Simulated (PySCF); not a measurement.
**Working out the ionisation energy of As⁺**

As⁺ [Ar] 3d10 4s2 4p2 (3P) → As²⁺ [Ar] 3d10 4s2 4p1 (2P). Computed with PySCF 2.14 in ANO-RCC-VTZP (6s5p3d1f, 43 functions), with the spin-free X2C one-electron Hamiltonian (Gaussian nucleus). Frozen: [Ar] 3d10. Energies in hartree (1 hartree = 27.21139 eV):

```json
{"part": "UHF", "As⁺ (lower)": "-2258.672289", "As²⁺ (upper)": "-2258.011264"}
{"part": "CCSD correlation", "As⁺ (lower)": "-0.068083", "As²⁺ (upper)": "-0.053524"}
{"part": "(T)", "As⁺ (lower)": "-0.001546", "As²⁺ (upper)": "-0.000677"}
```

Task: What does Hartree-Fock give?

Result: (-2258.011264) − (-2258.672289) = 0.661025 hartree = 17.987 eV.

Task: What do CCSD and CCSD(T) give?

Result: The CCSD correlation energies differ by 0.014559 hartree = 0.396 eV and the triples by 0.000869 hartree = 0.024 eV, so CCSD gives 18.383 eV and CCSD(T) 18.407 eV.

Reference: 18.589 eV (measured; NIST Atomic Spectra Database, ionization energies), between the lowest levels; spin-orbit coupling is absent from the calculation.

What remains against the reference includes basis incompleteness, the frozen core and higher excitations.
